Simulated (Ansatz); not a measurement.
Calculated with Ansatz (gas phase, PBE0-D4/def2-TZVP geometries, no zero-point term in ΔE). CBS: MP2 limit from def2 TZ/QZ plus the TZ coupled-cluster correction, frozen cores. This one scheme is used for every species. Functionals use def2-TZVPP. def2 core potentials past Kr. For Sb outer-core shells are correlated without core-valence functions, which leaves a few kJ/mol of doubt a bond. One conformer a species, not always the lowest.

Consider the hydrogenolysis of a B–O bond: `O[B](O)[SbH2]` + H₂ → `O[BH][SbH2]` + H₂O.

```tsv
species	revPBE energy (Eh)
`O[B](O)[SbH2]`	-418.11083
H₂	-1.17659
`O[BH][SbH2]`	-342.81115
H₂O	-76.44013
```

Work out ΔE.

ΔE = (-342.81115) + (-76.44013) − (-418.11083) − (-1.17659) = 0.03614 Eh = +94.9 kJ/mol. CCSD(T)/CBS gives +99.0 kJ/mol.

Largest T1 diagnostic among the species: 0.015.

Leaving LDA and LC-ωPBE aside and taking each functional with its dispersion term where it has one, the values, not all of them listed here, spread over 7.5 kJ/mol, from HSE06-D4 to r2SCAN-D4. LDA lies +11.7 kJ/mol from PBE without D4. At CCSD(T), def2-SVP lies +16.0 kJ/mol from the extrapolated value and def2-TZVPP +2.0 kJ/mol.
